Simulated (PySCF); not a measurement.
Problem. What does the PBE0-D3(BJ)/def2-SVP structure of `[H]/N=C\C1=C[SiH2]S1` look like in three dimensions?

Solution. 
Z-matrix in Å and degrees, rows numbered from 1:
```
N 
C   1  1.2679
C   2  1.4702  1  126.76
C   3  1.3552  2  128.23  1  -179.11
Si  4  1.8514  3   95.04  2   179.34
S   3  1.8048  2  120.20  1     0.49
H   1  1.0297  2  110.00  3    -0.19
H   2  1.1035  1  118.85  3  -179.92
H   4  1.0916  3  124.93  2    -0.22
H   5  1.4896  4  117.92  3   112.34
H   5  1.4898  4  117.68  3  -111.65
```

The 2 C–C bonds span 1.355 Å (C3=C4, drawn double) to 1.470 Å (C2–C3, drawn single), a spread of 0.115 Å. Of the pairs four or more bonds apart, S6···H7 is among the closest relative to their van der Waals radii: 2.59 Å, 86 % of the sum of Bondi's values. The 4-membered ring C3–C4–Si5–S6 has internal angles of 72.8° to 111.6° (sum 360°, against 360° for a flat polygon); it is planar, 0.00 Å rms from its mean plane, widest ring torsion 0°. N1 (imine nitrogen) is bent (angle 110.0°).

Method used: PBE0-D3(BJ)/def2-SVP geometry optimisation, gas phase in PySCF 2.14.0.

Point group: Cs (tolerance 0.08 Å). Not checked by PBE0-D3(BJ)/def2-SVP frequencies. The numbers are those of one conformer (N1–C2–C3–C4 -179°).

Time: 53 s; peak memory 0.50 GiB. Hardware: an Arm Neoverse V1 with one thread, shared host. That covers the optimisation of the geometry.
